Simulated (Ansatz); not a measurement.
Cs₄: single points at one geometry.

```yaml
crystal:
  periodic: [false, false, false]
  atoms:
    - {symbol: Cs, position_ang: [2.505495, 3.311296, 2.433078]}
    - {symbol: Cs, position_ang: [-1.711206, 1.667865, -0.520498]}
    - {symbol: Cs, position_ang: [1.702471, -1.663596, 0.523458]}
    - {symbol: Cs, position_ang: [-2.496760, -3.315565, -2.436039]}
basis:
  gaussian: {orbitals: def2-TZVP, initial_orbitals: start.molden}
hamiltonian: {xc: pbe}
correlation: {method: rpa}
scf: {omitted_lower_state_checks: [starts]}
```

The file start.molden holds the orbitals of an earlier run on this structure, at another level or in another basis.

```sh
$ ansatz run in.yaml --threads 4 --pin off --events-out ev --progress --plain --max-ram 3916MiB
```

Shortened log:

```
Functional definition: PBE
1104 factors; integrals over basis functions are off by at most 2.8e-4 eV
mean field evaluation 1: about -2194.0866 eV, gradient 2.5e0 eV
mean field evaluation 2: about -2194.1222 eV, gradient 6.6e-2 eV
mean field evaluation 4: about -2194.1214 eV, gradient 6.8e-4 eV
mean field evaluation 8: about -2194.1214 eV, gradient 8.8e-7 eV
mean field -2194.12138293 eV, -80.6324735939 hartree, gradient 9.0e-7 eV, S^2 0.000000; 0 other end points of the search recorded, 0 dependent functions left out; unrestricted orbitals would lower it
mean field evaluation 16: about -2161.2235 eV, gradient 5.7e-2 eV
reference -2160.39070500 eV, -79.3928940432 hartree; 18, 18 occupied and 98, 98 virtual orbitals, 1104 factors
Total energy: -2179.76401741 eV, -80.1048501426 hartree
Checks for a lower state left out: starts
```

Run time 3.8 s (4 threads of Arm Neoverse V1 on a shared host).

First input, but with `gaussian: {orbitals: def2-TZVPD, initial_orbitals: start.molden}`, `output: {orbitals: {seedname: orbitals}}` and without the key `correlation` (abridged; 2.4 s):

```
Functional definition: PBE
mean field -2194.14884491 eV, -80.6334828030 hartree, gradient 2.2e-5 eV, S^2 0.000000
Total energy: -2194.14890046 eV, -80.6334848442 hartree
Checks for a lower state left out: starts
```

The first input with `gaussian: {orbitals: def2-TZVPD, initial_orbitals: start.molden}`, `hamiltonian: {xc: pbe0}`, `output: {orbitals: {seedname: orbitals}}` and without the key `correlation` (abridged; 2.3 s):

```
Functional definition: PBE0
mean field -2193.23414603 eV, -80.5998682390 hartree, gradient 3.5e-5 eV, S^2 0.000000
Total energy: -2193.23418647 eV, -80.5998697254 hartree
Checks for a lower state left out: starts
```

As the first input, with `hamiltonian: {xc: {name: BHLYP}}`, `output: {orbitals: {seedname: orbitals}}` and without the key `correlation` (abridged; 2.4 s):

```
Functional definition: BHLYP
mean field -2186.59676763 eV, -80.3559490818 hartree, gradient 2.5e-5 eV, S^2 0.000000
Total energy: -2186.59693134 eV, -80.3559550980 hartree
Checks for a lower state left out: starts
```

The first input with `gaussian: {orbitals: def2-SVP, initial_orbitals: start.molden}`, `hamiltonian: {xc: pbe0}`, `output: {orbitals: {seedname: orbitals}}` and without the key `correlation` (abridged; 1.6 s):

```
Functional definition: PBE0
mean field -2193.17552422 eV, -80.5977139274 hartree, gradient 4.8e-5 eV, S^2 0.000000
Total energy: -2193.17556465 eV, -80.5977154131 hartree
Checks for a lower state left out: starts
```

First input, but with `hamiltonian: {xc: {name: B2PLYP}}` and without the key `correlation` (abridged; 4.5 s):

```
Functional definition: B2PLYP
mean field -2180.19165536 eV, -80.1205655475 hartree, gradient 2.2e-6 eV, S^2 0.000000; unrestricted orbitals would lower it
second order -15.28707922 eV of doubles, -0.00000000 eV of singles
Total energy: -2184.31931675 eV, -80.2722543059 hartree
Checks for a lower state left out: starts
```

The first input with `hamiltonian: {xc: {name: wB97X-V}}`, `output: {forces: true, orbitals: {seedname: orbitals}}` and without the key `correlation` (abridged; 16 s):

```
Functional definition: wB97X-V
mean field -2191.49185549 eV, -80.5358402427 hartree, gradient 4.8e-5 eV, S^2 0.000000
Total energy: -2191.49185284 eV, -80.5358401452 hartree
Atom 0 force    -0.014844    -0.018066    -0.013814 eV/Å
Atom 1 force     0.025352    -0.024395     0.007681 eV/Å
Atom 2 force    -0.023976     0.023313    -0.007526 eV/Å
Atom 3 force     0.013468     0.019148     0.013660 eV/Å
Dipole moment:    -0.002191     0.001875    -0.000459 e Å
Checks for a lower state left out: starts
```

Geometry: r2SCAN/def2-TZVP.

In the def2 sets Cs takes a core potential; there is no spin–orbit coupling. Correlated methods freeze no core orbitals; core or outer-core shells of Cs are correlated, in sets that lack core-valence functions. At RPA@PBE/def2-TZVP, B2PLYP/def2-TZVP the restricted singlet (for correlated methods, its reference) is unstable: a solution with broken spin symmetry lies lower. The restricted singlet is unstable towards broken spin symmetry at other levels; at PBE/def2-TZVPD, PBE0/def2-TZVPD, BHLYP/def2-TZVP, PBE0/def2-SVP and others this wasn't settled. The geometry of the singlet was relaxed on an unsound state (restricted singlet, unstable towards broken spin symmetry). The structure comes from a short search, and lower isomers may exist.
